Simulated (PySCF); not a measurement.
BHO. Atoms are numbered in the order given.

```xyz
3

H      0.0000     0.0000    -1.7737
B      0.0000     0.0000    -0.6009
O      0.0000     0.0000     0.5973
```

Geometry: PBE0-D3(BJ)/def2-TZVPD.

Computed with PySCF with TDA-ωB97X/def2-TZVPD.

Vertical excitations; the highest root listed may be one member of a degenerate set. Gas-phase values at a fixed geometry. State labels are in the subgroup C2v.

Computed lowest excited states:
| state | symmetry | energy (eV) | λ (nm) | f | main pairs |
|---|---|---|---|---|---|
| S1 | A2 | 8.12 | 153 | 0.000 | HOMO−1→LUMO+2 43 %, HOMO→LUMO+1 43 % |
| S2 | A1 | 8.30 | 149 | 0.000 | HOMO−1→LUMO+1, HOMO→LUMO+2 (degenerate set) |
| S3 | A2 | 8.30 | 149 | 0.000 | HOMO→LUMO+1, HOMO−1→LUMO+2 (degenerate set) |
| S4 | B2 | 9.79 | 127 | 0.105 | HOMO→LUMO, HOMO→LUMO+3 (degenerate set) |
| S5 | B1 | 9.79 | 127 | 0.105 | HOMO−1→LUMO, HOMO−1→LUMO+3 (degenerate set) |
| S6 | B2 | 10.04 | 124 | 0.000 | HOMO−2→LUMO+2 (degenerate set) |
| S7 | B1 | 10.04 | 124 | 0.000 | HOMO−2→LUMO+1 (degenerate set) |
| S8 | B2 | 11.01 | 113 | 0.001 | HOMO→LUMO+3, HOMO→LUMO (degenerate set) |
| S9 | B1 | 11.01 | 113 | 0.001 | HOMO−1→LUMO+3, HOMO−1→LUMO (degenerate set) |
| S10 | A1 | 11.11 | 112 | 0.048 | HOMO→LUMO+2 24 %, HOMO−1→LUMO+1 24 %, HOMO−2→LUMO+3 22 %, HOMO−2→LUMO 16 % |
| T1 | A1 | 7.07 | 175 | 0 | HOMO−1→LUMO+1 39 %, HOMO→LUMO+2 39 % |
| T2 | A1 | 7.57 | 164 | 0 | HOMO−1→LUMO+1, HOMO→LUMO+2 (degenerate set) |
| T3 | A2 | 7.57 | 164 | 0 | HOMO→LUMO+1, HOMO−1→LUMO+2 (degenerate set) |
| T4 | A2 | 8.12 | 153 | 0 | HOMO→LUMO+1 43 %, HOMO−1→LUMO+2 43 % |
Triplets are in the Tamm–Dancoff approximation.
